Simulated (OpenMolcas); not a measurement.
Computed levels of 4d5 in ions with 41 electrons, in cm-1 above 6S 5/2.

- Program: OpenMolcas
- Method: MS-CASPT2, IPEA 0.25 Eh, imaginary shift 0.1 Eh
- Basis: ANO-R2
- Scalar Hamiltonian: X2C, finite nucleus
- Spin-orbit coupling: RASSI with atomic mean-field integrals over the reference wave functions, term energies averaged over their components

Active space for each ion: 5 electrons in 10 orbitals (4d 5d); closed shells correlated by CASPT2: 4s 4p.

| Level | Rh4+ | Ag6+ |
| --- | --- | --- |
| 4G 5/2 | 26670 | 31170 |
| 4G 7/2 | 27040 | 32020 |
| 4G 11/2 | 27220 | 32350 |
| 4G 9/2 | 27280 | 32510 |
| 4P 3/2 | 29870 | 34870 |
| 4P 1/2 | 30810 | 36440 |
| 4D 7/2 | 32180 | 38250 |
| 4D 1/2 | 33320 | 40310 |
| 4D 5/2 | 33980 | 41030 |

Task: Estimate 4G 5/2, 4G 7/2 for Pd5+ from its neighbours Rh4+ and Ag6+.

Result: 4G 5/2 is another term, which grows about linearly with the charge: (26670 + 31170) / 2 = 28920. The calculation gives 28730, so the estimate is off by +0.7 %.
4G 7/2 is another term, which grows about linearly with the charge: (27040 + 32020) / 2 = 29530. The calculation gives 29330, so the estimate is off by +0.7 %.

Mixed levels, with the weight of the term that names them: Rh4+ 4P 3/2 (57 %), Rh4+ 4P 1/2 (69 %), Rh4+ 4D 1/2 (70 %), Rh4+ 4D 5/2 (57 %), Pd5+ 4P 3/2 (55 %), Pd5+ 4P 1/2 (68 %), Pd5+ 4D 1/2 (69 %), Pd5+ 4D 5/2 (56 %), Ag6+ 4P 3/2 (54 %), Ag6+ 4P 1/2 (67 %), Ag6+ 4D 1/2 (68 %), Ag6+ 4D 5/2 (54 %).

CASPT2 breaks the degeneracy within a term, and the mean is taken; among the terms shown or strongly mixed into the levels shown the widest spread is 280 cm-1 (4d5 4G, Pd5+). Active for correlation alone: 5d; no level in the range computed is led by a configuration that fills it, so any true level of that kind is missing. Levels of configurations outside the active space are missing.
